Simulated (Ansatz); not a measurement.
Total energies of CH7AlOSSi, SMILES `[AlH2][CH](S)O[SiH3]`.

```xyz
12

Al    2.335   -0.256    0.358
C     0.376   -0.431    0.299
S     0.766   -0.506   -1.573
O    -0.551    0.531    0.636
Si   -2.160    0.436    0.242
H     2.945    1.200    0.224
H     3.161   -1.578    0.634
H     0.005   -1.452    0.461
H     0.999    0.815   -1.700
H    -2.857    1.368    1.156
H    -2.388    0.837   -1.170
H    -2.630   -0.963    0.434
```

The species carries charge 0 and has multiplicity 1. The structure was optimised at the PBE0-D4/def2-TZVP level. It is one conformer, not always the lowest. Basis def2-TZVPP, the Gaussian-basis code of Ansatz.

RPA on PBE orbitals: Hartree–Fock energy of these orbitals -1045.19751 Eh, correlation -1.38258 Eh (frozen core).

| functional | energy without D4 (Eh) | D4 term (kJ/mol) |
| --- | --- | --- |
| PBE | -1047.13315 | -30.6 |
| BLYP | -1047.69182 | -66.3 |
| r2SCAN | -1047.59342 | -7.5 |
| B97M-V | -1047.48709 | – |
| r2SCANh | -1047.58123 | -8.1 |
| r2SCAN0 | -1047.56434 | -8.9 |
| CAM-B3LYP | -1047.70924 | -26.9 |
| ωB97X-V | -1047.55492 | – |
| ωB97M-V | -1047.62349 | – |
| B2PLYP | -1047.28195 | – |

Q: Give the same for LDA (SPW92), revPBE, PBE0, B3LYP, HSE06 (plane-wave form), BHLYP, LC-ωPBE, PBE-QIDH. (Best estimate.)

A: The calculation gave: 
| functional | energy without D4 (Eh) | D4 term (kJ/mol) |
| --- | --- | --- |
| LDA (SPW92) | -1043.20900 | – |
| revPBE | -1047.50758 | -85.9 |
| PBE0 | -1047.22546 | -26.1 |
| B3LYP | -1047.80388 | -49.6 |
| HSE06 (plane-wave form) | -1047.19930 | -24.5 |
| BHLYP | -1047.67112 | -40.0 |
| LC-ωPBE | -1047.37704 | – |
| PBE-QIDH | -1046.95252 | – |

B3LYP takes the VWN-RPA correlation (the form of Gaussian; ORCA's B3LYP/G). HSE06 is the plane-wave form, built on full-range PBE exchange. The double hybrids freeze the cores in their second-order part.

LC-ωPBE has ω = 0.4 bohr⁻¹.
